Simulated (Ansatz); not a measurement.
The Sb1–Sb2 bond of Sb2 is stretched (multiplicity 1).


Cores are frozen in the correlated methods. Filled d and f shells under p-block atoms count as core.

The values were computed with Ansatz (Gaussian orbitals). Values without a source in brackets are computed. In def2 rows elements past Kr take small-core potentials, without spin–orbit coupling.

Natural occupations of CASSCF(10,8)/def2-TZVPP:

```csv
R (Å),occupations
2.488,1.995 1.988 1.962 1.872 1.872 0.135 0.135 0.042
4.354,2.000 1.999 1.303 1.067 1.067 0.934 0.934 0.698
9.952,2.000 2.000 1.000 1.000 1.000 1.000 1.000 1.000
```

Task: Count the electrons that have left the 5 most occupied orbitals, and the effectively unpaired electrons Σ min(n, 2 − n).

Result: 
- R = 2.488 Å: 0.31 electrons in the weakly occupied orbitals, 0.62 unpaired
- R = 4.354 Å: 2.57 electrons in the weakly occupied orbitals, 5.13 unpaired
- R = 9.952 Å: 3.00 electrons in the weakly occupied orbitals, 6.00 unpaired
Each bonding pair that breaks into one electron on either fragment adds two; pairs that stay whole add only the little that their own correlation moves into empty orbitals.

Ansatz is a first-principles code.
